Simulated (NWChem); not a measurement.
# Si$_{2}$H$_{4}$OF$_{2}$; SMILES F[SiH2]O[SiH2]F

```xyz
9

Si    -0.6602    -1.4395    -0.0897
F      0.1827    -2.0390     1.1557
O     -0.0205     0.0178    -0.5080
Si     0.6555     1.4529    -0.0715
F     -0.1817     2.0665     1.1706
H     -2.0659    -1.2751     0.3529
H     -0.5081    -2.3626    -1.2387
H      0.5391     2.3874    -1.2154
H      2.0520     1.2475     0.3834
```
Atoms are numbered in this order, from 1.

Program: NWChem. Geometry: optimised at PBE0/def2-SVP. Level: PBE/def2-SVP with SMD (1 M gas to 1 M solution), gas-phase geometry. Reactions with the solvent are ignored.

Task: What does the run give for solvent dichloromethane? Quantities: solvation free energy (kcal/mol); cavity-dispersion-structure term (kcal/mol); dipole in solution (D).

Result: 
- solvation free energy (kcal/mol) = -1.9
- cavity-dispersion-structure term (kcal/mol) = 0.0
- dipole in solution (D) = 1.68
